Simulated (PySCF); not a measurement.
PySCF job for C₅H₇F, SMILES C/C=C/C=C\F, IEF-PCM-M06-2X/def2-SVP. The structure is a stationary point at B3LYP-D3(BJ)/def2-SVP. The structure was generated by enumeration; whether it is a known compound was not checked. Other conformers were not sampled.

```python
import numpy as np
from pyscf import gto, scf, dft
from pyscf.solvent import pcm

mol = gto.M(
    atom='''
    C    -0.43982214    2.89280080   -0.00000000
    C     0.41998417    1.66854831   -0.00000000
    C    -0.03471894    0.40198692   -0.00000000
    C     0.82265072   -0.77156727   -0.00000000
    C     0.38707693   -2.03826835    0.00000000
    F    -0.91897865   -2.34524280    0.00000000
    H    -1.51055854    2.63783456   -0.00000000
    H    -0.23738441    3.52428299   -0.88344099
    H    -0.23738441    3.52428299    0.88344099
    H     1.50575784    1.83284317   -0.00000000
    H    -1.11469544    0.21882031    0.00000000
    H     1.90710570   -0.62750365   -0.00000000
    H     1.02694266   -2.92437760    0.00000000
    ''',
    basis='def2-SVP',
    charge=0,
    spin=0,
    max_memory=1600,
    verbose=3,
)
mf = dft.RKS(mol, xc='m06-2x').density_fit(auxbasis='def2-universal-jkfit')
mf.grids.level = 4
mf.conv_tol = 1e-9
mf.max_cycle = 100
mf.kernel()
res = {}
for name, eps in {'water': 78.355, '2-propanol': 19.264, 'N,N-dimethylformamide': 37.219}.items():
    s = mf.PCM()
    s.with_solvent.method, s.with_solvent.eps, s.with_solvent.lebedev_order = 'IEF-PCM', eps, 29
    s.kernel(mf.make_rdm1())
    res[name] = (s.e_tot, eps, s.dip_moment(), s.mo_energy, s.converged)
    print(f'{name}: electrostatic solvation free energy {(s.e_tot - mf.e_tot) * 627.509474:.3f} kcal/mol')
```

Program output:

```
converged SCF energy = -294.189550699473

WARN: PCM is an experimental feature. It is still in testing.
Features and APIs may be changed in the future.

converged SCF energy = -294.194328425259
Dipole moment(X, Y, Z, Debye):  1.59850,  0.96034, -0.00000
water: electrostatic solvation free energy -2.998 kcal/mol

WARN: PCM is an experimental feature. It is still in testing.
Features and APIs may be changed in the future.

converged SCF energy = -294.194008203051
Dipole moment(X, Y, Z, Debye):  1.57228,  0.94776,  0.00000
2-propanol: electrostatic solvation free energy -2.797 kcal/mol

WARN: PCM is an experimental feature. It is still in testing.
Features and APIs may be changed in the future.

converged SCF energy = -294.194210774312
Dipole moment(X, Y, Z, Debye):  1.58880,  0.95572, -0.00000
N,N-dimethylformamide: electrostatic solvation free energy -2.924 kcal/mol
```

Self-consistency was reached.
